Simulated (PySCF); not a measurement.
# C₆ coefficients of unlike pairs at PBE

Calculated with PySCF 2.14 from the dipole response of each species, C₆(A,B) = (3/π) ∫ α_A(iu) α_B(iu) du, in atomic units, from isotropic polarisabilities. For ions this is the dispersion term alone; charge-induced terms of lower order in 1/R come first.

```tsv
species	configuration	basis	relativity	α (bohr³)	C₆ (like pair)
P²⁺	[Ne] 3s2 3p1 (2P)	dyall-acv3z (19s12p6d4f)	none	9.212	33.22
Tc	[Kr] 4d5 5s2 (6S)	dyall-av2z (22s15p11d2f)	none	96.69	1110
Zr³⁺	[Kr] 4d1 (2D)	aug-cc-pVDZ-PP with ECP28MDF (5s5p4d2f)	core potential	5.638	22.52
V⁺	[Ar] 3d4 (5D)	aug-cc-pwCVTZ-DK (10s9p7d4f3g)	spin-free X2C	18.40	70.01
```

Question: Estimate C₆ for Zr³⁺ with P²⁺.

Answer: The integral gives 25.88. The combination rule 2 C_A C_B / (C_A α_B/α_A + C_B α_A/α_B) gives 26.19 and the geometric mean 27.35.

No spin-orbit coupling is included.

The other pairs:

```json
{"pair": "V⁺, Tc", "C₆": "266.6"}
{"pair": "Tc, P²⁺", "C₆": "172.2"}
{"pair": "V⁺, P²⁺", "C₆": "47.20"}
{"pair": "Zr³⁺, Tc", "C₆": "122.3"}
{"pair": "V⁺, Zr³⁺", "C₆": "36.67"}
```
